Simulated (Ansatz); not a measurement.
Ansatz (a first-principles code) input (CCSD(T)/def2-TZVPPD):
A basis named .json is the Basis Set Exchange file of that set.

Ansatz 0.2 input:
```yaml
crystal:
  periodic: [false, false, false]
  atoms:
    - {symbol: Bi, position_ang: [0.11208710, -0.62633752, 0.77367491]}
    - {symbol: I, position_ang: [2.05489889, 0.86234499, -0.61513851]}
    - {symbol: I, position_ang: [-2.23043152, 0.11852320, -0.59646559]}
basis:
  gaussian:
    orbitals: def2-TZVPPD.json
total_charge: -1
magnetization: {spin_polarized: false}
correlation: {method: ccsd_t, electrons: outside_noble_gas}
```

Output:

```
Functional definition: HF
integrals: 0.61 GiB planned
1590 factors; integrals over basis functions are off by at most 2.9e-4 eV
mean field: 1.02 GiB planned
mean field evaluation 1: about -21959.6818 eV, gradient 1.8e1 eV
mean field evaluation 2: about -21959.6989 eV, gradient 1.8e1 eV
mean field evaluation 4: about -21960.4802 eV, gradient 1.5e0 eV
mean field evaluation 8: about -21960.4973 eV, gradient 1.8e-1 eV
mean field evaluation 16: about -21960.1480 eV, gradient 1.5e1 eV
mean field evaluation 32: about -21957.0420 eV, gradient 2.2e-6 eV
mean field evaluation 64: about -21955.2328 eV, gradient 5.4e0 eV
mean field evaluation 96: about -21954.7680 eV, gradient 1.4e1 eV
mean field evaluation 128: about -21944.7812 eV, gradient 1.8e-1 eV
mean field evaluation 160: about -21955.9259 eV, gradient 4.0e-1 eV
mean field evaluation 192: about -21960.4975 eV, gradient 4.6e-3 eV
mean field -21960.49755005 eV, -807.0333996045 hartree, gradient 2.6e-6 eV, S^2 0.000000; 3 other end points of the search recorded, 0 dependent functions left out
determinant -21960.49755005 eV, -807.0333996045 hartree, with singles and doubles -21971.76097981 eV, -807.4473230135 hartree
determinant -21957.04200023 eV, -806.9064104908 hartree, with singles and doubles -21968.53905165 eV, -807.3289193375 hartree
27 core orbitals not correlated
reference -21960.49755005 eV, -807.0333996045 hartree; 10, 10 occupied and 137, 137 virtual orbitals, 1590 factors
second order -10.32247556 eV of doubles, -0.00000000 eV of singles
coupled cluster: 0.95 GiB planned
cycle   1  -11.22797519 eV  change   -2.8e-1 eV  update   1.8e-2
cycle   2  -11.24175070 eV  change   -1.4e-2 eV  update   4.3e-3
cycle   3  -11.24233421 eV  change   -5.8e-4 eV  update   1.9e-3
cycle   4  -11.24277053 eV  change   -4.4e-4 eV  update   6.4e-4
cycle   5  -11.24281441 eV  change   -4.4e-5 eV  update   2.3e-4
cycle   6  -11.24284397 eV  change   -3.0e-5 eV  update   7.1e-5
cycle   7  -11.24285151 eV  change   -7.5e-6 eV  update   2.7e-5
cycle   8  -11.24285788 eV  change   -6.4e-6 eV  update   9.7e-6
perturbative correction -0.52731678 eV, -0.0193785342 hartree
Total energy: -21972.26772471 eV, -807.4659455452 hartree
```

This state (charge -1, singlet) is run at the relaxed geometry of the species with charge 0 and multiplicity 2.
